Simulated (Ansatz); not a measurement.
`[Cl][Sn]([Cl])([Cl])[Cl]` and `[Cl][SnH]([Cl])[Cl]` differ in one atom or group.

Ansatz, PBE0-D4/def2-TZVP geometries, multiplicity 1. 

Elements past krypton have def2 core potentials.

```tsv
property	`[Cl][Sn]([Cl])([Cl])[Cl]`
HOMO–LUMO gap (ωB97M-V/def2-TZVPP) / eV	10.93
HOMO–LUMO gap (PBE0/def2-TZVPP) / eV	6.59
size of the dipole moment (PBE/def2-TZVPP) / D	0.00
HOMO–LUMO gap (PBE/def2-TZVPP) / eV	4.24
LUMO energy (PBE/def2-TZVPP) / eV	-4.07
HOMO–LUMO gap (B3LYP/def2-TZVPP) / eV	5.99
```

**Question.** What does the change do to each property? (Estimate.)

**Answer.** Computed: 
```tsv
property	`[Cl][SnH]([Cl])[Cl]`	shift
HOMO–LUMO gap (ωB97M-V/def2-TZVPP) / eV	11.47	0.54
HOMO–LUMO gap (PBE0/def2-TZVPP) / eV	7.16	0.57
size of the dipole moment (PBE/def2-TZVPP) / D	1.91	1.91
HOMO–LUMO gap (PBE/def2-TZVPP) / eV	4.79	0.55
LUMO energy (PBE/def2-TZVPP) / eV	-3.18	0.89
HOMO–LUMO gap (B3LYP/def2-TZVPP) / eV	6.54	0.55
```

With PBE0 the HOMO rises by 0.36 eV and the LUMO rises by 0.93 eV, so the gap widens by about 0.57 eV. PBE moves the HOMO by 0.33 eV and ωB97M-V by 0.36 eV.

B3LYP here is the variant with VWN-RPA as its local correlation; programs differ in this.
